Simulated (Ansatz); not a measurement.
Relaxation of C2H6BS (10 atoms, charge 1, multiplicity 1), to a largest force component of 0.02 eV/Å in at most 50 steps.

Level of theory: RKS CAM-B3LYP-D4/def2-SVP (Ansatz 0.2.0).

```xyz
10
Properties=species:S:1:pos:R:3
B -0.974 1.440 0.275
C -0.600 0.156 -0.570
S 1.176 -0.140 -0.707
C 1.482 -1.342 0.324
H -0.161 2.204 0.605
H -2.098 1.588 0.534
H -1.101 -0.749 -0.229
H -0.955 0.362 -1.584
H 2.504 -1.670 0.449
H 0.725 -1.850 0.904
```

**Question.** Where does it end, and by what steps?

**Answer.** The forces met the threshold. Limits of this set-up: the dipole of an ion depends on the origin. After 14 steps the energy has fallen by 0.067 eV; H10 moved furthest, 0.32 Å.

```csv
step,energy less start (eV),largest force component (eV/Å),accepted
0,0.0000,0.932,yes
1,-0.0545,0.222,yes
2,-0.0456,0.461,no
3,-0.0600,0.126,yes
4,-0.0627,0.119,yes
5,-0.0621,0.232,no
6,-0.0652,0.045,yes
7,-0.0663,0.136,yes
8,-0.0667,0.050,yes
9,-0.0669,0.033,yes
10,-0.0669,0.029,yes
11,-0.0670,0.066,yes
12,-0.0672,0.030,yes
13,-0.0673,0.027,yes
14,-0.0674,0.017,yes
```

```xyz
10
Properties=species:S:1:pos:R:3
B -1.031 1.531 0.229
C -0.590 0.174 -0.452
S 1.202 -0.057 -0.484
C 1.522 -1.436 0.273
H -0.229 2.375 0.524
H -2.207 1.684 0.394
H -1.090 -0.716 -0.041
H -0.902 0.260 -1.511
H 2.577 -1.722 0.377
H 0.748 -2.092 0.690
```

Whether the end is a true minimum wasn't checked by a vibrational analysis.

Run time: 35 s on 2 threads of Arm Neoverse V1, with other jobs on the host, peak memory 0.2 GiB.
